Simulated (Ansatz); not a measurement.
BrClHInO (`[OH][In]([Cl])[Br]`), relaxed with RKS PBE0-D4/def2-TZVP in Ansatz 0.2.0 from a PBE-D4/def2-SVP geometry. The force threshold is 0.005 eV/Å; the program also tests the step.

The species carries charge 0 and has multiplicity 1. In takes the def2 core potential.

Start:

```xyz
5

O     1.026   -0.125   -1.262
In   -0.317   -0.142    0.231
Cl   -0.375    1.617    1.802
Br   -1.895   -2.040    0.415
H     1.562    0.691   -1.186
```

```
step  energy (eV)  largest force (eV/Å)  largest move (Å)
   1  -89796.5902                 0.764             0.000
   2  -89796.6404                 0.360             0.081
   3  -89796.6517                 0.061             0.033
   4  -89796.6520                 0.015             0.006
   5  -89796.6521                 0.002             0.007
```

End:

```xyz
5

O     1.000   -0.102   -1.219
In   -0.321   -0.157    0.231
Cl   -0.353    1.585    1.747
Br   -1.873   -2.014    0.411
H     1.548    0.687   -1.170
```

Run time 26 s (4 threads of a server CPU on a shared host); peak host memory 0.52 GiB.
